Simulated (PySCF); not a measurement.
AlGeH₅O₃, SMILES [O]([Al]([OH])[OH])[GeH3]. The structure is a stationary point at PBE-D3(BJ)/def2-SVP. The structure was generated by enumeration; whether it is a known compound was not checked. The values are those of a single conformer.

### Question
Give the equilibrium geometry at PBE-D3(BJ)/def2-SVP (PySCF confirms it by a frequency run) as Cartesian coordinates in Å. (An estimate is asked for; the answer gives what the named calculation found.)

### Answer
One answer among several that fit: 
```xyz
10

Ge     1.7286    -0.0945     0.2614
O      0.0096    -0.5560     0.1552
Al    -1.5393     0.0698    -0.2289
O     -1.8349     1.6834    -0.7174
O     -2.9209    -0.9342    -0.1372
H      1.8863     1.4075    -0.1267
H      2.1986    -0.3204     1.7227
H      2.5292    -0.9872    -0.7232
H     -1.1202     2.3321    -0.8009
H     -2.8290    -1.8606     0.1330
```
